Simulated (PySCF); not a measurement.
Isomers of C6H9NSi, one GFN2-xTB conformer each. Single-point energies are computed at PBE0/pcSseg-1 (PySCF, gas phase, no added dispersion term), electronic only.

Question: Rank them by PBE0/pcSseg-1 energy, lowest first (kcal/mol).
A. `[CH2:1]=[CH:2][c:3]1[cH:4][cH:5][n:6]([SiH3:7])[cH:8]1` with C1–C2–C3–C4 0°
B. `[CH:1]#[C:2][SiH2:3]/[N:4]=[CH:5]/[CH:6]=[CH:7]/[CH3:8]` with C2–Si3–N4–C5 -122°, N4–C5–C6–C7 -2°

Answer: A (0.0), B (44.3).

As drawn, the lower has an aromatic ring, which the higher lacks; the higher has a C≡C bond, a C=N bond and an Si–C bond, which the lower lacks. GFN2-xTB itself gives, in the same order: 0.0, 65.9. Both levels put the same isomer lowest.

Q: Which frontier levels, dipoles and rotational constants go with these structures?

A: 
```json
{"SMILES": "C=Cc1ccn([SiH3])c1", "HOMO (eV, PBE0/pcSseg-1)": "-5.97", "LUMO (eV)": "-0.12", "dipole (D)": "2.25", "A, B, C (MHz)": "6198, 887.9, 783.8"}
{"SMILES": "C#C[SiH2]/N=C/C=C/C", "HOMO (eV, PBE0/pcSseg-1)": "-6.93", "LUMO (eV)": "-1.60", "dipole (D)": "2.02", "A, B, C (MHz)": "3387, 694.9, 609.0"}
```
